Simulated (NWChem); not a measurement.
Molecule: SiHI2Cl; SMILES Cl[SiH](I)I

```xyz
5

Si     0.7058     0.5990     0.0000
Cl     2.5916    -0.2556     0.0000
I     -0.5139    -0.0685     2.0223
I     -0.5139    -0.0685    -2.0223
H      0.8536     2.0858     0.0000
```
Atoms are numbered in this order, from 1.

Level: PBE-D3(BJ)/def2-SVP with def2 effective core potentials on I (NWChem), optimised geometry, unscaled harmonic frequencies. def2 effective core potentials on I; no spin-orbit coupling.

| frequency (cm⁻¹) | IR intensity (km/mol) |
|---|---|
| 80 | 0.1 |
| 116 | 0.7 |
| 160 | 0.8 |
| 312 | 12.6 |
| 398 | 108.6 |
| 552 | 98.7 |
| 709 | 186.0 |
| 742 | 105.7 |
| 2202 | 49.4 |

- zero-point energy = 7.5 kcal/mol
- thermal correction to the enthalpy at 298.15 K (with zero-point energy) = 11.9 kcal/mol
- heat capacity Cv = 17.6 cal/(mol K)
- entropy at 298.15 K and 1 atm (symmetry number 1) = 87.6 cal/(mol K)

Rigid rotor and harmonic oscillator; modes under 100 cm⁻¹ make the entropy uncertain.
